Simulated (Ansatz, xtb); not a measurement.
**Relative energy of two isomers of C6H10FN**

We compare X, `CC[C@@H]1C=C(N)[C@@H]1F`, a singlet, with Y, `[H]/N=C1/C[C@@H](CC)[C@H]1F`, a singlet. Both are isolated molecules in the gas phase, relaxed with PBE-D3(BJ)/def2-SVP; the shapes shown needn't be the lowest conformers.

X (Å):

```xyz
18

C    -3.0255    0.2120    0.1185
C    -1.9217   -0.6645    0.7140
C    -0.8381   -1.0446   -0.2987
C     0.3853   -1.7946    0.2146
C     1.2414   -0.7503    0.0099
C     0.1838    0.0961   -0.6499
F    -0.0467    1.3465   -0.0694
N     2.5824   -0.4839    0.1414
H    -3.8026    0.4575    0.8702
H    -3.5301   -0.2946   -0.7310
H    -2.6060    1.1664   -0.2579
H    -2.3569   -1.6013    1.1267
H    -1.4386   -0.1459    1.5691
H    -1.3207   -1.4805   -1.2063
H     0.5215   -2.8286    0.5644
H     2.8159    0.5044    0.2589
H     3.1073   -1.0904    0.7745
H     0.3322    0.2634   -1.7404
```

Y (Å):

```xyz
18

C     2.0718    0.9880    1.1533
C     0.6080    0.8038    1.5588
C    -0.3850    1.3437    0.5275
C    -1.8821    1.0761    0.8997
C    -1.8148   -0.1543    0.0055
C    -0.5880    0.4069   -0.7077
F     0.3996   -0.4955   -1.0535
N    -2.4002   -1.2816    0.0682
H     2.7574    0.5929    1.9294
H     2.2898    0.4608    0.2045
H     2.3149    2.0614    1.0081
H     0.4140    1.3187    2.5248
H     0.3940   -0.2725    1.7410
H    -0.1393    2.3929    0.2653
H    -2.5746    1.8527    0.5150
H    -2.1135    0.8829    1.9658
H    -1.9724   -1.9220   -0.6284
H    -0.8680    0.9872   -1.6165
```

Task: Estimate E(Y) − E(X) at the level CCSD(T)/def2-SVP + ΔMP2/def2-TZVPP.

Result: Calculated at CCSD(T)/def2-SVP + ΔMP2/def2-TZVPP: E(Y) − E(X) = −3.6 kcal/mol, so structure Y lies lower.

The same difference at several levels:

| level | geometry | E(Y) − E(X) (kcal/mol) | departure from the last row (kcal/mol) | job, with rough time for the two |
| --- | --- | --- | --- | --- |
| PBE-D3(BJ)/def2-SVP | PBE-D3(BJ)/def2-SVP | −1.0 | +2.6 | optimisation, 59 s |
| HF/def2-SVP | PBE-D3(BJ)/def2-SVP | −3.0 | +0.6 | part of the CCSD(T) run |
| MP2/def2-SVP | PBE-D3(BJ)/def2-SVP | −2.9 | +0.7 | part of the CCSD(T) run |
| CCSD(T)/def2-SVP | PBE-D3(BJ)/def2-SVP | −4.5 | −0.9 | single point |
| CCSD(T)/def2-SVP + ΔMP2/def2-TZVPP | PBE-D3(BJ)/def2-SVP | −3.6 |  | single point, 5.1 min |

As drawn, Y has 1 C=N, 1 C–C, 1 C–H in place of 1 C=C, 1 C–N, 1 N–H.

The levels shown agree on the order. The largest departure from CCSD(T)/def2-SVP + ΔMP2/def2-TZVPP is that of PBE-D3(BJ)/def2-SVP, 2.6 kcal/mol. Levels run at GFN2-xTB geometries aren't shown. The last row adds to CCSD(T) the change of the MP2 difference between the two basis sets, here +0.9 kcal/mol.

With thermal terms from frequencies at re-optimised GFN2-xTB minima (ideal gas, soft modes damped towards free rotors, one conformer each, 298.15 K, 1 atm): the zero-point term adds +0.3 kcal/mol; ΔH is −3.5 and ΔG −3.3 kcal/mol.

The correlated steps freeze 8 core orbitals. Codes used: Ansatz 0.2.0, xtb 6.7.1; the last row on 2 threads of Arm Neoverse V2 on a shared host.
